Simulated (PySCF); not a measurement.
Polarisability and C₆ of Br (bromine, neutral)

[Ar] 3d10 4s2 4p4 5s1, high-spin 4P determinant (an excited configuration). Calculation: PySCF 2.14, in aug-cc-pV5Z-PP with ECP10MDF; scalar relativity through the core potential. Coupled (time-dependent) response in atomic units; α is the mean over directions.

| method | mean α (bohr³) | α xx, yy, zz | C₆ (like pair) | S(−4) |
| --- | --- | --- | --- | --- |
| BHandHLYP | 315.7 | 338.9, 269.4, 338.9 | 4136 | 118900 |

S(−4) is the Cauchy moment in α(ω) = α(0) + S(−4) ω² + …

Spin-orbit coupling is absent.

α(iu) at BHandHLYP:

```json
{"u (hartree)": "0", "α(iu) (bohr³)": "315.7"}
{"u (hartree)": "0.0500", "α(iu) (bohr³)": "166.5"}
{"u (hartree)": "0.100", "α(iu) (bohr³)": "75.44"}
{"u (hartree)": "0.200", "α(iu) (bohr³)": "30.78"}
{"u (hartree)": "0.300", "α(iu) (bohr³)": "19.37"}
{"u (hartree)": "0.500", "α(iu) (bohr³)": "11.23"}
{"u (hartree)": "0.750", "α(iu) (bohr³)": "6.985"}
{"u (hartree)": "1.00", "α(iu) (bohr³)": "4.759"}
{"u (hartree)": "1.50", "α(iu) (bohr³)": "2.604"}
{"u (hartree)": "2.00", "α(iu) (bohr³)": "1.649"}
{"u (hartree)": "3.00", "α(iu) (bohr³)": "0.8543"}
{"u (hartree)": "5.00", "α(iu) (bohr³)": "0.3740"}
```

A single London oscillator, α(iu) = α/(1 + u²/ω²), gives C₆ = (3/4) ω α². Matching the computed C₆ needs ω = 4 × 4136 / (3 × 315.7²) = 0.0553 hartree.

The components differ because the open shell of this determinant is not spherical; for a pure term their mean is the scalar polarisability.

Energies and moments cover only the electrons outside the core potential. The outer electron is Rydberg-like, and this basis confines it to a smaller radius and binds it less than a complete one would.
